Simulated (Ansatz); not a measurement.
One change: `OB(S)S` becomes `OB(S)[SiH2]Cl`.

Ansatz, PBE0-D4/def2-TZVP geometries, multiplicity 1. Each molecule was computed in one conformer, which needn't be the lowest.

```json
{"property": "size of the dipole moment (PBE/def2-TZVPP) / D", "`OB(S)S`": "0.90"}
{"property": "HOMO–LUMO gap (B3LYP/def2-TZVPP) / eV", "`OB(S)S`": "6.78"}
{"property": "size of the dipole moment (ωB97M-V/def2-TZVPP) / D", "`OB(S)S`": "0.92"}
{"property": "LUMO energy (PBE/def2-TZVPP) / eV", "`OB(S)S`": "-1.01"}
{"property": "HOMO energy (ωB97M-V/def2-TZVPP) / eV", "`OB(S)S`": "-9.58"}
{"property": "LUMO energy (PBE0/def2-TZVPP) / eV", "`OB(S)S`": "-0.09"}
```

Task: Give the same properties after the change, and the shifts. (Best estimate.)

Result: Ansatz gave: 
```json
{"property": "size of the dipole moment (PBE/def2-TZVPP) / D", "`OB(S)[SiH2]Cl`": "2.66", "shift": "1.76"}
{"property": "HOMO–LUMO gap (B3LYP/def2-TZVPP) / eV", "`OB(S)[SiH2]Cl`": "6.49", "shift": "-0.29"}
{"property": "size of the dipole moment (ωB97M-V/def2-TZVPP) / D", "`OB(S)[SiH2]Cl`": "2.71", "shift": "1.79"}
{"property": "LUMO energy (PBE/def2-TZVPP) / eV", "`OB(S)[SiH2]Cl`": "-1.94", "shift": "-0.93"}
{"property": "HOMO energy (ωB97M-V/def2-TZVPP) / eV", "`OB(S)[SiH2]Cl`": "-10.15", "shift": "-0.57"}
{"property": "LUMO energy (PBE0/def2-TZVPP) / eV", "`OB(S)[SiH2]Cl`": "-1.07", "shift": "-0.98"}
```

With PBE0 the HOMO falls by 0.53 eV and the LUMO falls by 0.98 eV, so the gap narrows by about 0.45 eV. PBE moves the HOMO by -0.54 eV and ωB97M-V by -0.57 eV. Dipoles are sizes alone; their direction can turn.

B3LYP here is the variant with VWN-RPA as its local correlation; programs differ in this.
